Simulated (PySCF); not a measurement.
LDA on F⁻ (fluorine, charge -1), [Ne], closed-shell 1S. Computed with PySCF 2.14 in dyall-acv3z (15s9p4d2f, 76 functions), with the non-relativistic Hamiltonian (point nucleus).

```
cycle= 1 E= -99.2383102013326  delta_E= 0.00811  |g|= 0.271  |ddm|= 0.266
cycle= 2 E= -99.1111398671058  delta_E= 0.127  |g|= 0.721  |ddm|= 0.342
cycle= 3 E= -99.2624076099801  delta_E= -0.151  |g|= 0.101  |ddm|= 0.178
cycle= 4 E= -99.2664309333597  delta_E= -0.00402  |g|= 0.0074  |ddm|= 0.0505
cycle= 5 E= -99.266447950484  delta_E= -1.7e-05  |g|= 0.00131  |ddm|= 0.00195
cycle= 6 E= -99.2664485343031  delta_E= -5.84e-07  |g|= 3.9e-05  |ddm|= 0.00048
cycle= 7 E= -99.2664485348227  delta_E= -5.2e-10  |g|= 1.9e-06  |ddm|= 1.67e-05
converged SCF energy = -99.2664485348227  <S^2> = 1.7763568e-15  2S+1 = 1
```

Highest occupied orbital energy: 1.276 eV; ⟨L²⟩ = 0.00; populations by l: s 4.00, p 6.00, d 0.00, f 0.00.

Q: Can this result be used?

A: With care. The run converged. At LDA the highest occupied level has a positive energy, so only the finite basis holds that electron; in a semilocal or global hybrid functional this comes from self-interaction and does not mean that the real anion is unbound.
